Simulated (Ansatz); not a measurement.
A trace of molecular dynamics of ClFH₆N₃Ta (12 atoms, charge 0, multiplicity 1).

All numbers below come from RKS PBE0-D4/def2-SVP (Ansatz).

```json
{
 "ensemble": "NVT, Nosé–Hoover chain",
 "set temperature": "700 K",
 "thermostat": "time constant 100 fs, chain length 1",
 "seed": "329143"
}
```

```tsv
time (fs)	T (K)	potential energy less start (eV)	conserved less start (meV/atom)
0	700	0.000	0.00
4	556	0.219	2.72
8	381	0.409	-0.37
12	281	0.567	1.94
16	216	0.648	1.64
20	314	0.537	2.83
24	405	0.448	4.79
28	363	0.510	5.01
32	352	0.569	8.29
36	291	0.627	6.08
40	270	0.695	9.10
44	395	0.495	5.27
48	419	0.486	6.23
52	382	0.532	5.28
56	337	0.587	4.19
60	233	0.766	7.13
64	274	0.695	5.12
68	396	0.594	8.83
72	387	0.590	6.30
76	405	0.595	7.44
80	361	0.633	4.52
```

**Question.** Can this run be trusted? Judge the integration.

**Answer.** The conserved energy wandered by up to 9.1 meV per atom (net 4.5 meV per atom), which is poor conservation. The mean temperature of the second half is 47 % below the set value. A step of 2 fs is long for free X–H stretches (periods near 10 fs) and can bias their spread and the temperature. A run of 0.08 ps of so small a system gives no equilibrium averages. The time step was 2 fs.

The run took 2.3 min on 4 threads of Arm Neoverse V1, on a shared host, peak memory 0.41 GiB.
